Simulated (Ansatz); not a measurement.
This geometry of C2H8AlNSi (13 atoms, charge 0, multiplicity 1) is a first-order saddle point.

Theory: RKS PBE0-D4/def2-SVP in Ansatz.

```xyz
13
Properties=species:S:1:pos:R:3
C -2.604 1.006 1.210
Al -0.835 0.616 0.485
N 0.691 -0.101 1.067
Si 1.172 0.261 -0.614
C 1.672 -1.232 -1.666
H -2.701 0.648 2.247
H -3.394 0.531 0.606
H -2.797 2.091 1.201
H 1.237 -0.498 1.827
H 2.262 1.291 -0.733
H 1.773 -2.113 -1.012
H 2.632 -1.062 -2.177
H 0.913 -1.472 -2.426
```

**Question.** Which two structures does it join? (They come from a converged band through this point; their orientation in space is the band's.)

**Answer.** No bond is made or broken. The dihedral Al2–Si4–C5–H11 goes from -129 to -8°. The two ends are copies of one structure, up to a mirror image or an exchange of like atoms.

Initial state:

```xyz
13
Properties=species:S:1:pos:R:3
C -2.621 1.388 0.696
Al -0.820 0.724 0.350
N 0.378 -0.305 1.184
Si 1.305 0.069 -0.294
C 1.800 -1.400 -1.366
H -3.027 0.977 1.634
H -3.306 1.117 -0.124
H -2.626 2.488 0.772
H 0.641 -0.856 1.995
H 2.561 0.867 -0.062
H 2.580 -1.999 -0.868
H 2.214 -1.050 -2.326
H 0.941 -2.054 -1.578
```

Final state:

```xyz
13
Properties=species:S:1:pos:R:3
C -2.586 0.944 1.305
Al -0.840 0.595 0.511
N 0.735 -0.054 1.045
Si 1.129 0.274 -0.664
C 1.641 -1.211 -1.705
H -2.623 0.616 2.356
H -3.384 0.421 0.753
H -2.822 2.020 1.274
H 1.322 -0.420 1.789
H 2.188 1.324 -0.873
H 0.929 -2.043 -1.598
H 2.641 -1.567 -1.408
H 1.691 -0.933 -2.770
```

**Question.** How far does it lie above each of them?

**Answer.** 0.054 eV above the first and 0.054 eV above the second. This is the barrier of this one path; another mechanism may lie lower.

Time of the run: 63 s on 2 threads of Arm Neoverse V2 (shared host), peak memory 0.27 GiB.
